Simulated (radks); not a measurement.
Values are calculated unless marked as measured or tabulated.
Zn27+, 3 electrons, occupied as [He] 2s1.

Code: a radial shooting solver on a logarithmic mesh with Libxc functionals. Model: scalar-relativistic Kohn-Sham, PBE, spin-polarised, spherical densities, finite nucleus; open shells are filled with parallel spins first; Fermi nuclear charge, rms radius 3.9283 fm.

Energy parts (hartree):
| part | energy |
|---|---|
| total | -994.14986 |
| kinetic | 1017.73961 |
| electron-nucleus | -2042.59079 |
| Hartree | 52.15061 |
| exchange-correlation | -21.44930 |

Orbitals (lengths in bohr, moments of r in powers of bohr):
\begin{tabular}{lrrr}
orbital & occ. & eigenvalue (hartree) & <1/r> \\ \hline
1s up & 1 & -423.7559 & 30.38 \\
1s down & 1 & -423.4438 & 30.38 \\
2s up & 1 & -100.6959 & 7.328 \\
2p up & 0 & -97.77914 & 7.169 \\
3s up & 0 & -43.42481 & 3.198 \\
\end{tabular}

The highest occupied level is 2s up at -2740.1 eV. Spin moment in Bohr magnetons: 1. The density falls to 0.001 e/bohr^3 at r = 0.62 bohr. Summed over all electrons, <r^2> = 0.05596 bohr^2, which gives a Langevin (diamagnetic) susceptibility term of -0.0443 x 10^-6 cm^3/mol. For comparison, the ionisation energy in NIST's Atomic Spectra Database is 2782.0 eV (theoretical). In exact Kohn-Sham theory the highest level is minus the ionisation energy, but local and semilocal functionals leave it too shallow, through self-interaction and a potential that decays too fast; potentials with the right tail come closer.
